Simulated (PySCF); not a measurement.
## From computed data to an observable: entropy of an ideal gas

H3P2, SMILES [PH]P, multiplicity 2.

Geometry: r2SCAN-D4/def2-TZVP. The isomer is the one that the SMILES or the coordinates give; other isomers of the formula were not compared.

r2SCAN-D4/def2-TZVP (PySCF) gives the harmonic wavenumbers 311, 437, 608, 620, 899, 1083, 2366, 2371, 2407 cm⁻¹ and the rotational temperatures 4.1780, 0.3043, 0.2951 K. The molar mass is 64.97 g/mol, the symmetry number 1, the spin multiplicity 2.

Q: Work out the entropy at 298.15 K and 1 atm in the rigid-rotor, harmonic-oscillator model.

A: 
Translation (Sackur–Tetrode at 1 atm): S = R[1.5 ln M + 2.5 ln T − 1.16487] = 160.8 J/(mol K).
Rotation: q = (√π/σ) T^1.5/√(θA θB θC) = 14900, S = R[ln q + 3/2] = 92.4 J/(mol K).
Vibration: with u = 1.4388 ν/T, each mode gives R[u/(e^u − 1) − ln(1 − e^−u)]:
```
ν (cm⁻¹)  modes     u  S (J/(mol K))
--------  -----  ----  -------------
311           1  1.50           5.68
437           1  2.11           3.50
608           1  2.93           1.82
620           1  2.99           1.74
899           1  4.34           0.59
1083          1  5.23           0.28
```
The stiffer modes add less than 0.005 each. Sum 13.6 J/(mol K).
Spin: R ln 2 = 5.8 J/(mol K).
Total 272.5 J/(mol K); the program's own thermochemistry gives 272.6. Translation makes up 59 % and vibration 5 %. Anharmonicity, hindered rotation and orbital degeneracy are left out.
